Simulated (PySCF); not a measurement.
Isomers of C7H14FNSi, mass 159.088 u with the commonest isotopes. Level of theory: PBE0/pcSseg-1 in PySCF (dipole) on a GFN2-xTB geometry, gas phase. One conformer each, none proved a minimum here; rigid rotors.

Question: Order these by rotational constant C, largest first.
A. `[CH3:1][CH:2]([CH3:3])[SiH2:4][CH2:5][CH2:6][C@H:7]([F:8])[C:9]#[N:10]` with C1–C2–Si4–C5 -60°, C2–Si4–C5–C6 -172°, Si4–C5–C6–C7 180°, C5–C6–C7–F8 -175°
B. `[CH3:1]/[CH:2]=[C:3]1/[SiH2:4][C@@H:5]([N:6]([CH3:7])[CH3:8])[C@@H:9]1[F:10]` with Si4–C5–N6–C7 -63°, C2–C3–Si4–C5 -166°, C3–Si4–C5–N6 -129°, Si4–C5–C9–F10 136°, C2–C3–C9–C5 164°
C. `[CH2:1]=[C:2]([CH3:3])[C@@H:4]1[CH2:5][CH2:6][C@@H:7]1[NH:8][SiH2:9][F:10]` with C1–C2–C4–C5 -7°, C6–C7–N8–Si9 103°, C7–N8–Si9–F10 50°, C2–C4–C5–C6 -133°, C4–C5–C6–C7 12°, C5–C6–C7–N8 104°, C2–C4–C7–C6 137°

Answer: C (606.2 MHz), B (570.9 MHz), A (362.8 MHz).

Question: Order these by out-of-plane moment Σ m c² = (Ia + Ib − Ic)/2, smallest first.
A. `[CH3:1][CH:2]([CH3:3])[SiH2:4][CH2:5][CH2:6][C@H:7]([F:8])[C:9]#[N:10]` with C1–C2–Si4–C5 -60°, C2–Si4–C5–C6 -172°, Si4–C5–C6–C7 180°, C5–C6–C7–F8 -175°
B. `[CH3:1]/[CH:2]=[C:3]1/[SiH2:4][C@@H:5]([N:6]([CH3:7])[CH3:8])[C@@H:9]1[F:10]` with Si4–C5–N6–C7 -63°, C2–C3–Si4–C5 -166°, C3–Si4–C5–N6 -129°, Si4–C5–C9–F10 136°, C2–C3–C9–C5 164°
C. `[CH2:1]=[C:2]([CH3:3])[C@@H:4]1[CH2:5][CH2:6][C@@H:7]1[NH:8][SiH2:9][F:10]` with C1–C2–C4–C5 -7°, C6–C7–N8–Si9 103°, C7–N8–Si9–F10 50°, C2–C4–C5–C6 -133°, C4–C5–C6–C7 12°, C5–C6–C7–N8 104°, C2–C4–C7–C6 137°

Answer: B (24.51 u·Å²), A (28.43 u·Å²), C (75.15 u·Å²).

Question: Order these by dipole moment, smallest first.
A. `[CH3:1][CH:2]([CH3:3])[SiH2:4][CH2:5][CH2:6][C@H:7]([F:8])[C:9]#[N:10]` with C1–C2–Si4–C5 -60°, C2–Si4–C5–C6 -172°, Si4–C5–C6–C7 180°, C5–C6–C7–F8 -175°
B. `[CH2:1]=[C:2]([CH3:3])[C@@H:4]1[CH2:5][CH2:6][C@@H:7]1[NH:8][SiH2:9][F:10]` with C1–C2–C4–C5 -7°, C6–C7–N8–Si9 103°, C7–N8–Si9–F10 50°, C2–C4–C5–C6 -133°, C4–C5–C6–C7 12°, C5–C6–C7–N8 104°, C2–C4–C7–C6 137°
C. `[CH3:1]/[CH:2]=[C:3]1/[SiH2:4][C@@H:5]([N:6]([CH3:7])[CH3:8])[C@@H:9]1[F:10]` with Si4–C5–N6–C7 -63°, C2–C3–Si4–C5 -166°, C3–Si4–C5–N6 -129°, Si4–C5–C9–F10 136°, C2–C3–C9–C5 164°

Answer: C (1.07 D), B (1.88 D), A (3.86 D).

```csv
SMILES,point group,Ia (u·Å²),Ib (u·Å²),Ic (u·Å²),κ,μa (D),μb (D),μc (D)
C=C(C)[C@@H]1CC[C@@H]1N[SiH2]F,C1,315.80,668.16,833.67,-0.70,1.04,1.13,1.08
CC(C)[SiH2]CC[C@H](F)C#N,C1,213.42,1236.33,1392.89,-0.95,2.93,1.77,1.78
C/C=C1/[SiH2][C@@H](N(C)C)[C@@H]1F,C1,261.62,672.65,885.24,-0.73,0.00,1.03,0.27
```
